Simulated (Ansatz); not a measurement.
Consider the cleavage of the Si–Ge bond: `[SiH3][GeH]1[CH2][Se]1` + `[OH][Sn][O][SiH3]` → `[SiH3][O][Sn][O][SiH3]` + `[CH2]1[GeH2][Se]1`.

Program: Ansatz. Geometries: PBE0-D4/def2-TZVP. ΔE: electronic, gas phase. CCSD(T)/CBS is the MP2 limit (def2-TZVPP, def2-QZVPP) plus CCSD(T) − MP2 in def2-TZVPP, frozen cores. def2 core potentials past Kr. For Ge, Se, Sn outer-core shells are correlated without core-valence functions, which leaves a few kJ/mol of doubt a bond. Scalar relativity is left out up to krypton. Each species was taken in one conformer, which may not be the lowest.

`[SiH3][GeH]1[CH2][Se]1`:

```xyz
10

Si   -1.481   -0.163    1.115
Ge    0.670   -0.483    0.190
C     1.240    0.689   -1.243
Se    0.650   -1.019   -2.084
H    -2.142   -1.477    1.315
H    -1.392    0.541    2.422
H    -2.249    0.658    0.148
H     1.791   -1.152    0.993
H     2.303    0.874   -1.354
H     0.610    1.532   -1.503
```

`[OH][Sn][O][SiH3]`:

Cartesian coordinates in Å:
```
O -1.407 0.201 2.003
Sn -1.765 1.503 0.567
O -0.385 0.867 -0.716
Si 0.780 -0.257 -0.887
H -0.702 -0.434 1.839
H 2.101 0.388 -1.117
H 0.900 -1.107 0.340
H 0.477 -1.160 -2.030
```

`[SiH3][O][Sn][O][SiH3]`:

Z-matrix (Å, degrees):
```
Si
O 1 1.633
H 1 1.490 2 111.2
H 1 1.488 2 110.7 3 -120.6
H 1 1.488 2 109.5 3 119.6
Sn 2 1.972 1 147.5 3 28.0
O 6 1.972 2 98.4 1 9.8
Si 7 1.633 6 148.4 2 10.1
H 8 1.488 7 109.5 6 146.6
H 8 1.488 7 110.7 6 -93.6
H 8 1.490 7 111.2 6 27.0
```

`[CH2]1[GeH2][Se]1`:

Z-matrix (Å, degrees):
```
C
Se 1 2.005
Ge 1 1.926 2 72.3
H 1 1.084 2 112.9 3 114.2
H 1 1.084 2 112.9 3 -114.2
H 3 1.527 1 118.9 2 104.7
H 3 1.527 1 118.9 2 -104.7
```

| species | CCSD(T)/def2-TZVPP energy (Eh) |
| --- | --- |
| `[SiH3][GeH]1[CH2][Se]1` | -4806.41933 |
| `[OH][Sn][O][SiH3]` | -655.48154 |
| `[SiH3][O][Sn][O][SiH3]` | -945.77571 |
| `[CH2]1[GeH2][Se]1` | -4516.15361 |

Q: Work out ΔE.

A: ΔE = (-945.77571) + (-4516.15361) − (-4806.41933) − (-655.48154) = -0.02845 Eh = -17.9 kcal/mol. CCSD(T)/CBS gives -17.6 kcal/mol.

Largest T1 diagnostic among the species: 0.016.

From PBE to PBE0 (25 % exact exchange), in def2-TZVPP and without D4, ΔE moves by −2.3 kcal/mol. The D4 term adds −0.7 kcal/mol with B3LYP and −0.4 kcal/mol with PBE0; it sums over pairs of atoms, weighted by their polarisabilities, and B3LYP, whose exchange is more repulsive, gets the larger term. In def2-TZVPP, CCSD(T) changes the Hartree–Fock value by +6.8 kcal/mol (the triples alone add +1.0 kcal/mol) and MP2 by +6.4 kcal/mol.

B3LYP here is the variant with VWN-RPA as its local correlation; programs differ in this.
